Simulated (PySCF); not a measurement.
Ga(Cl)(SH)2 (ClGaH₂S₂), SMILES [SH][Ga]([SH])[Cl]. Atoms are numbered in the order given.

```xyz
6

Ga     0.0000     0.0000     0.0026
Cl     0.0000     0.0000    -2.1365
S      0.0000    -1.9553     0.9927
H      0.0000    -1.4284     2.2375
S      0.0000     1.9553     0.9927
H      0.0000     1.4284     2.2375
```
Charge 0, spin multiplicity 1.

Geometry optimised at PBE0-D3(BJ)/def2-SVP. One conformer was computed; it need not be the lowest.

Two levels are set side by side: PBE/pcSseg-1 (PySCF) and PBE0/pcSseg-1 (PySCF). GIAO shifts against H2S (³³S), HCl (³⁵Cl), TMS (¹H) at the same level; non-relativistic, no solvent, atoms listed together averaged. Without spin–orbit terms, shifts of atoms bonded to Cl or Br come out too high at both levels. Differences are taken from unrounded values.

```
quantity                PBE0
----------------------  ----
δ(³⁵Cl) of Cl2 (ppm)    75.1
δ(³³S) of S3, S5 (ppm)  77.8
δ(¹H) of H4, H6 (ppm)   1.25
```

What does PBE give, and how far is it from PBE0? (An estimate is asked for; the answer gives what the named calculation found.)


```csv
quantity,PBE,PBE minus PBE0
δ(³⁵Cl) of Cl2 (ppm),118.7,43.6
"δ(³³S) of S3, S5 (ppm)",112.5,34.7
"δ(¹H) of H4, H6 (ppm)",1.34,0.08
```

Rough cost on one machine, each run with all the roots and properties that it gave: PBE0 against PBE within a factor of 2.
